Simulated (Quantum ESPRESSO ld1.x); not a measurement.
Coherent X-ray form factor from a spherical all-electron density. Method: Dirac Kohn-Sham, PBEsol, spin-unpolarised, spherical densities, point nucleus; computed with ld1.x of Quantum ESPRESSO 7.5.

| sin(theta)/lambda (1/angstrom) | f0 (electrons) |
|---|---|
| 0.05 | 11.953 |
| 0.1 | 11.815 |
| 0.15 | 11.594 |
| 0.2 | 11.302 |
| 0.25 | 10.954 |
| 0.3 | 10.566 |
| 0.4 | 9.733 |
| 0.5 | 8.904 |
| 0.6 | 8.137 |
| 0.8 | 6.829 |
| 1 | 5.733 |
| 1.25 | 4.538 |
| 1.5 | 3.540 |
| 2 | 2.230 |

The species is in the configuration that NIST lists as its ground one. Which atom or ion scatters so?

Answer. The titanium ion Ti10+, [Ne] 3s2. Extrapolating in s^2 from the first two rows gives f0(0) = 12.0, near the electron count 12; among species with that count, the fall with angle is slower the higher Z, and the table is that of Z = 22; from so few rows the species is fixed only to a neighbour or two.
